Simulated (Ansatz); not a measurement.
Reaction R1 + R2 → P1 + P2, each structure at its B3LYP-D3(BJ)/def2-TZVP stationary point, reached from a drawn start (curvature not checked).
R1, H6N3Si (SMILES N[Si](N)N) (charge 0, multiplicity 2, Z-matrix in Å and degrees):
```
Si
N 1 1.7320
H 2 1.0080 1 120.75
H 2 1.0096 3 111.47 1 145.19
N 1 1.7320 2 107.61 3 -92.09
H 5 1.0080 1 120.75 2 152.21
H 5 1.0096 6 111.47 1 145.18
N 1 1.7320 2 107.61 3 152.21
H 8 1.0080 1 120.75 2 -92.06
H 8 1.0096 9 111.47 1 145.17
```
R2: H2 (SMILES [H][H]), charge 0, multiplicity 1.
P1: H7N3Si (SMILES N[SiH](N)N), charge 0, multiplicity 1.
P2: H atom, charge 0, multiplicity 2.

P less R. No zero-point or thermal terms; singlets are restricted closed shells; open shells are unrestricted.

Correlated levels freeze the cores.

Programs: Ansatz (Gaussian basis) for Hartree–Fock, density functionals and correlated methods. Each number belongs to the level named beside it.

Total energies in hartree:

| structure | PBE/def2-TZVPP | PBE0/def2-TZVPP | CCSD(T)/cc-pV(T+d)Z |
|---|---|---|---|
| R1 | -457.142981 | -457.180607 | -456.725435 |
| R2 | -1.166122 | -1.168485 | -1.172336 |
| P1 | -457.790099 | -457.833452 | -457.385526 |
| P2 | -0.499616 | -0.501036 | -0.499810 |

Work out the reaction energy at each level in kcal/mol (1 hartree = 627.50947 kcal/mol), and say how far PBE/def2-TZVPP lies from CCSD(T)/cc-pV(T+d)Z.


- PBE/def2-TZVPP: (-457.790099) + (-0.499616) − (-457.142981) − (-1.166122) = 0.019388 hartree = 12.17 kcal/mol
- PBE0/def2-TZVPP: (-457.833452) + (-0.501036) − (-457.180607) − (-1.168485) = 0.014604 hartree = 9.16 kcal/mol
- CCSD(T)/cc-pV(T+d)Z: (-457.385526) + (-0.499810) − (-456.725435) − (-1.172336) = 0.012435 hartree = 7.80 kcal/mol
PBE/def2-TZVPP less CCSD(T)/cc-pV(T+d)Z: 4.37 kcal/mol. CCSD(T)/cc-pV(T+d)Z is the level counted from, the highest shown, and no exact or measured value.

Ansatz is an electronic-structure program.
